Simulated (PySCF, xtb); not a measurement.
CH3Cl2FGe, SMILES [CH3][Ge]([F])([Cl])[Cl].

GFN2-xTB (xtb) at its own geometry gives an orbital gap of 5.91 eV and a dipole moment of 3.41 D.

The structure is a stationary point at B3LYP-D3(BJ)/def2-SVP. The structure was generated by enumeration, and PubChem lists no compound with its InChIKey, so it may never have been made.

Task: What does PBE/def2-TZVP run with PySCF give? (Estimate from the structure and the level; the computed values follow.)

Result: gap 5.85 eV (levels -7.90 and -2.06 eV), dipole 2.92 D.
